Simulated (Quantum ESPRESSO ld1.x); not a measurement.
The numbers below are computed, except where a source is named.
Spin polarisation of the 4f6 shell in the europium ion Eu3+. Start: [Xe] 4f(up 3, down 3); electrons of 4f are moved from spin down to spin up, other shells keep equal spins. Level of theory: scalar-relativistic Kohn-Sham, LDA (Slater exchange, Perdew-Wang correlation), spin-polarised, spherical densities, point nucleus (ld1.x of Quantum ESPRESSO 7.5).

moment (Bohr magnetons) = 0: E - E(0) (eV) 0.000; e(4f up) (eV) -33.435; e(4f down) (eV) -33.435; 5p down minus up (eV) 0.000; 5s down minus up (eV) 0.000; 4d down minus up (eV) 0.000
moment (Bohr magnetons) = 1: E - E(0) (eV) -0.182; e(4f up) (eV) -33.783; e(4f down) (eV) -33.054; 5p down minus up (eV) 0.322; 5s down minus up (eV) 0.425; 4d down minus up (eV) 0.825
moment (Bohr magnetons) = 2: E - E(0) (eV) -0.730; e(4f up) (eV) -34.100; e(4f down) (eV) -32.641; 5p down minus up (eV) 0.645; 5s down minus up (eV) 0.851; 4d down minus up (eV) 1.651
moment (Bohr magnetons) = 3: E - E(0) (eV) -1.642; e(4f up) (eV) -34.384; e(4f down) (eV) -32.197; 5p down minus up (eV) 0.970; 5s down minus up (eV) 1.279; 4d down minus up (eV) 2.476
moment (Bohr magnetons) = 4: E - E(0) (eV) -2.918; e(4f up) (eV) -34.634; e(4f down) (eV) -31.719; 5p down minus up (eV) 1.297; 5s down minus up (eV) 1.710; 4d down minus up (eV) 3.301
moment (Bohr magnetons) = 5: E - E(0) (eV) -4.558; e(4f up) (eV) -34.850; e(4f down) (eV) -31.208; 5p down minus up (eV) 1.626; 5s down minus up (eV) 2.144; 4d down minus up (eV) 4.125
moment (Bohr magnetons) = 6: E - E(0) (eV) -6.562; e(4f up) (eV) -35.030; e(4f down) (eV) -30.663; 5p down minus up (eV) 1.960; 5s down minus up (eV) 2.582; 4d down minus up (eV) 4.949

At moment 6 the spin-polarisation energy is -6.562 eV and the 4f exchange splitting 4.367 eV, that is 0.728 eV per Bohr magneton; E = -I m^2/4 would give I = 0.729 eV.
